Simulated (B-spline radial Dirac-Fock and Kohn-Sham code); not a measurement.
## What relativity does to the binding energies of Os

System: the Os atom in the configuration [Xe] 4f14 5d6 6s2.

Both columns are ΔSCF binding energies of the configuration average from a B-spline atomic structure program: non-relativistic Hartree-Fock with a point nucleus, and Dirac-Fock with a finite nucleus and the Coulomb interaction alone, averaged over the two j levels with weights 2j+1.

```
shell  Hartree-Fock (eV)  Dirac-Fock (eV)  shift (eV)  shift (%)
   1s            67883.1          74260.0    +6376.86      +9.39
   2s            11334.6          13033.3    +1698.63     +14.99
   2p            10856.2          11423.4     +567.22      +5.22
   3s             2657.0           3078.1     +421.06     +15.85
   3p             2433.7           2591.6     +157.93      +6.49
   3d             2021.7           2003.2      -18.58      -0.92
   4s              572.7            676.4     +103.67     +18.10
   4p              477.1            513.3      +36.17      +7.58
   4d              303.1            297.3       -5.81      -1.92
   4f              72.04            59.85      -12.19     -16.92
   5s              87.24            104.0      +16.75     +19.20
   5p              55.97            59.54       +3.57      +6.37
   5d              11.69             9.63       -2.06     -17.60
   6s               6.29             7.51       +1.22     +19.33
```

Relativity binds 1s, 2s, 2p, 3s, 3p, 4s, 4p, 5s, 5p, 6s more strongly, among those listed most of all 6s in relative terms, and 3d, 4d, 4f, 5d more weakly, because the contracted s and p shells screen the nucleus better.

Values without a named source are computed, but for edge energies of neutral atoms, which are taken from tables.
